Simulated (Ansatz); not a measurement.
```yaml
crystal:
  periodic: [false, false, false]
  atoms:
    - {symbol: C, position_ang: [1.380698, -2.089841, -0.894745]}
    - {symbol: C, position_ang: [0.835360, -0.761311, -0.466809]}
    - {symbol: C, position_ang: [1.613055, 0.389435, -0.546010]}
    - {symbol: C, position_ang: [1.111567, 1.606665, -0.113868]}
    - {symbol: C, position_ang: [-0.173033, 1.692061, 0.398496]}
    - {symbol: C, position_ang: [-0.975549, 0.558790, 0.481175]}
    - {symbol: C, position_ang: [-2.379757, 0.645808, 0.997065]}
    - {symbol: C, position_ang: [-0.452785, -0.654423, 0.046369]}
    - {symbol: H, position_ang: [1.862625, -2.602667, -0.056298]}
    - {symbol: H, position_ang: [2.128888, -1.977795, -1.681643]}
    - {symbol: H, position_ang: [0.589997, -2.744633, -1.265949]}
    - {symbol: H, position_ang: [2.619488, 0.329438, -0.947357]}
    - {symbol: H, position_ang: [1.727548, 2.496926, -0.176853]}
    - {symbol: H, position_ang: [-0.559464, 2.648126, 0.736421]}
    - {symbol: H, position_ang: [-2.683570, -0.282314, 1.484991]}
    - {symbol: H, position_ang: [-3.084992, 0.831526, 0.180738]}
    - {symbol: H, position_ang: [-2.489955, 1.460890, 1.714714]}
    - {symbol: H, position_ang: [-1.070122, -1.546679, 0.109553]}
basis:
  gaussian: {orbitals: def2-SVPD, nuclear_model: gaussian}
total_charge: -2
hamiltonian: {xc: {name: SVWN5}}
```

```sh
$ ansatz run in.yaml --threads 2 --pin off --events-out ev --progress --plain --max-ram 32768MiB --backend cpu
```

It prints (some lines left out):

```
Functional definition: SVWN5
1992 factors; their error is unknown
mean field evaluation 1: about -8355.8333 eV, gradient 6.5e1 eV
mean field evaluation 2: about -8261.3408 eV, gradient 1.7e2 eV
mean field evaluation 4: about -8366.0850 eV, gradient 3.3e1 eV
mean field evaluation 8: about -8369.2742 eV, gradient 7.1e0 eV
mean field evaluation 16: about -8369.6096 eV, gradient 3.9e-2 eV
mean field evaluation 32: about -8369.4625 eV, gradient 4.7e-3 eV
mean field evaluation 64: about -8369.4625 eV, gradient 1.7e-3 eV
a density is far from that of the atoms, so the factors are made again for it
2482 factors; integrals over basis functions are off by at most 9.3e-4 eV
mean field evaluation 128: about -8369.4624 eV, gradient 2.8e-5 eV
mean field -8369.46242750 eV, -307.5720711852 hartree, gradient 1.3e-6 eV, S^2 0.000000; 0 other end points of the search recorded, 0 dependent functions left out
reference -8369.46246647 eV, -307.5720726175 hartree; 30, 30 occupied and 210, 210 virtual orbitals, 2482 factors
Total energy: -8369.46246647 eV, -307.5720726175 hartree
```

(1) Something in this input is off. What?

Answers

(1) The charge is far from anything that the molecule holds. The run converged. The result belongs to that input, not to the molecule as meant.
